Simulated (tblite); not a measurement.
Species: C₄H₁₃P₃Si.
SMILES with atom numbers: `[CH3:1][C:2]([CH3:3])([CH3:4])[p:5]1[pH:6][p:7]1[SiH3:8]` (hydrogens: H9, H10, H11 on C1; H12, H13, H14 on C3; H15, H16, H17 on C4; H18 on P6; H19, H20, H21 on Si8)

Computed geometry: GFN2-xTB, gas phase.

**Question.** Give the optimised bond lengths and angles.

**Answer.** 
```
                     bond  length (Å)     order
      C1–C2, C2–C3, C2–C4       1.529    single
                    C2–P5       1.903    single
                    P5–P6       2.166  aromatic
                    P6–P7       2.193  aromatic
                   P7–Si8       2.256    single
                    P5–P7       2.173  aromatic
   C1–H9 and 8 like bonds       1.090    single
                   P6–H18       1.401    single
Si8–H19, Si8–H20, Si8–H21       1.465    single
```

Bonds in one row agree within 0.01 Å and their mean is given. Orders are formal, as drawn. A selection of angles:
```
    angle  degrees
 C1–C2–C3    110.0
 C1–C2–P5    113.8
 C3–C2–P5    106.6
 C4–C2–P5    106.3
 C2–P5–P6    102.8
 C2–P5–P7    101.8
 P6–P5–P7     60.7
 P5–P6–P7     59.8
P6–P7–Si8    103.5
 P5–P7–P6     59.5
P5–P7–Si8     98.3
```

Dihedral angles: C1–C2–P5–P6 14° (synperiplanar). The mirror-image conformer, all signs reversed, is as good.

Of the pairs four or more bonds apart, P7···H9 is among the closest relative to their van der Waals radii: 2.75 Å, 92 % of the sum of Bondi's values. Si8 (SiH3 silicon) is distorted tetrahedral (angles from 105.0° to 112.0°). P7 (ring phosphorus) is pyramidal (angles 103.5°, 98.3° and 59.5°, sum 261.3°, 1.28 Å off the plane of its three neighbours). P5 (ring phosphorus) is pyramidal (angles 102.8°, 101.8° and 60.7°, sum 265.3°, 1.16 Å off the plane of its three neighbours). P6 (ring phosphorus) is pyramidal (angles 98.4°, 93.4° and 59.8°, sum 251.6°, 1.06 Å off the plane of its three neighbours). The 3-membered ring P5–P6–P7 has internal angles of 59.5° to 60.7°. The P–P distances run from 2.166 Å (P5–P6, drawn aromatic) to 2.193 Å (P6–P7, drawn aromatic), a spread of 0.027 Å.

Point group: C1 (no symmetry element, even within 0.4 Å). Its GFN2-xTB frequencies are all real (lowest 40 cm⁻¹). 2 starts were optimised and ended at 0.00 and 2.06 kcal/mol (GFN2-xTB); the lowest of these is shown.

Hardware: one thread of an Arm Neoverse V1, on a shared host. Cost: 1.6 s of wall time. That covers the optimisation of the geometry.
